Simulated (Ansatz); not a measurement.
Start from `O=CC(F)(F)Cl` and change one atom or group to get `FC(F)(Cl)C[SiH3]`.

Ansatz, PBE0-D4/def2-TZVP geometries, multiplicity 1. Each molecule was computed in one conformer, which needn't be the lowest.

```json
{"property": "size of the dipole moment (PBE/def2-TZVPP) / D", "`O=CC(F)(F)Cl`": "1.60"}
{"property": "LUMO energy (B3LYP/def2-TZVPP) / eV", "`O=CC(F)(F)Cl`": "-2.35"}
{"property": "HOMO energy (PBE/def2-TZVPP) / eV", "`O=CC(F)(F)Cl`": "-6.94"}
{"property": "HOMO energy (PBE0/def2-TZVPP) / eV", "`O=CC(F)(F)Cl`": "-8.60"}
{"property": "size of the dipole moment (ωB97M-V/def2-TZVPP) / D", "`O=CC(F)(F)Cl`": "1.76"}
{"property": "LUMO energy (PBE0/def2-TZVPP) / eV", "`O=CC(F)(F)Cl`": "-2.07"}
```

Problem. Give the same properties after the change, and the shifts. (Best estimate.)

Solution. Ansatz gave: 
```csv
property,`FC(F)(Cl)C[SiH3]`,shift
size of the dipole moment (PBE/def2-TZVPP) / D,1.93,0.33
LUMO energy (B3LYP/def2-TZVPP) / eV,-0.08,2.27
HOMO energy (PBE/def2-TZVPP) / eV,-7.62,-0.68
HOMO energy (PBE0/def2-TZVPP) / eV,-9.03,-0.43
size of the dipole moment (ωB97M-V/def2-TZVPP) / D,2.04,0.28
LUMO energy (PBE0/def2-TZVPP) / eV,0.20,2.27
```

With PBE0 the HOMO falls by 0.43 eV and the LUMO rises by 2.27 eV, so the gap widens by about 2.70 eV. PBE moves the HOMO by -0.68 eV and ωB97M-V by -0.30 eV. Dipoles are sizes alone; their direction can turn.

B3LYP here is the variant with VWN-RPA as its local correlation; programs differ in this.
